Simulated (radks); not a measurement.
Results of a calculation; reference values are marked as such.
Excited configurations of Mo I: one electron is placed in a higher orbital outside [Kr] 4d5. The ground configuration is [Kr] 4d5 5s1. Code: a radial shooting solver on a logarithmic mesh with Libxc functionals. Model: Dirac Kohn-Sham, PBE, spin-unpolarised, spherical densities, finite nucleus; open shells are shared between the two j in proportion to 2j + 1; Fermi nuclear charge, rms radius 4.4091 fm. Excitation = E - E(ground); binding = E(ion) - E, where the ion is the core of charge +1; n* = 1/sqrt(2 binding) in atomic units, and the quantum defect is n - n*. Eigenvalue and <r> are those of j = l + 1/2.

outer orbital  excitation (eV)  binding (eV)  quantum defect  <r> (bohr)
4f                       5.977         0.914           0.141       17.26
5d                       5.344         1.547           2.034       10.74
5f                       6.259         0.633           0.362       29.20
6s                       4.584         2.307           3.572       9.346
6p                       5.201         1.690           3.163       12.02
6d                       5.925         0.966           2.247       20.09
7s                       5.649         1.242           3.691       17.69
7p                       5.906         0.985           3.284       21.50
7d                       6.241         0.650           2.425       31.86
7f                       6.546         0.345           0.721       61.21

The Delta-SCF ionisation energy is 6.891 eV (NIST Atomic Spectra Database: 7.092 eV, measured). Self-interaction in the functional shifts the binding energies and quantum defects, so they are the method's values and not measured ones. Spin polarisation and multiplet splitting are left out, so open shells lie too high by an amount that depends on their filling. Sharing an open shell by 2j + 1 raises it above the true ground level by a part of the spin-orbit splitting, which enters the differences from NIST.

Beside tabulated values, note that spin-unpolarised runs miss the spin-polarisation part of the exchange energy of open shells.
